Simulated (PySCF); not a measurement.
**Optical rotation: `FB(F)[C@H]1CC[C@H]1F`, C4H6BF3**

Geometry:
```
atom   x (Å)   y (Å)   z (Å)
  F1   2.420  -1.780   0.393
  B2   1.752  -0.676   0.141
  F3   2.435   0.231  -0.520
  C4   0.262  -0.447   0.630
  C5  -0.221   1.025   0.647
  C6  -1.021   0.777  -0.641
  C7  -0.810  -0.725  -0.456
  F8  -0.369  -1.395  -1.570
  H9   0.076  -1.003   1.551
 H10  -0.854   1.244   1.503
 H11   0.564   1.774   0.576
 H12  -0.506   1.135  -1.529
 H13  -2.052   1.119  -0.655
 H14  -1.679  -1.280  -0.093
```

Computed, not measured: PySCF, TDDFT LC-wPBE/def2-SVPD circular dichroism and optical rotation, one conformer, gas phase. Geometry: GFN2-xTB.

The molecule is flexible and this is one conformer; a measurement averages over conformers.

Stereocentres: C4 S, C7 R.

Question: Give the optical rotatory dispersion at 633, 589.3, 546, 436, 405, 365, 355 nm.

Answer: [α] in deg dm⁻¹ (g/mL)⁻¹:
| λ (nm) | origin-invariant length gauge | modified velocity gauge | length gauge (centre of mass) | isotropic polarisability (au) |
| --- | --- | --- | --- | --- |
| 633 | -33.2 | -33.3 | -33.1 | 57.2 |
| 589.3 | -38.9 | -39.0 | -38.7 | 57.3 |
| 546 | -46.1 | -46.3 | -46.0 | 57.5 |
| 436 | -77.9 | -78.1 | -77.7 | 58.2 |
| 405 | -93.4 | -93.6 | -93.1 | 58.5 |
| 365 | -121.8 | -121.9 | -121.3 | 59.0 |
| 355 | -131.1 | -131.1 | -130.6 | 59.2 |

Question: And for the mirror image at 589.3 nm?

Answer: +38.9 deg dm⁻¹ (g/mL)⁻¹ (origin-invariant length gauge): the same size and the opposite sign.

Question: What is the molar rotation [Φ] = [α]·M/100 of the geometry above at 589.3 nm?

Answer: With M = 121.90 g/mol, -47.4 deg cm² dmol⁻¹ (origin-invariant length gauge).

The first excitation lies at 8.17 eV (152 nm) with R = +2.3 × 10⁻⁴⁰ esu² cm² (velocity form).
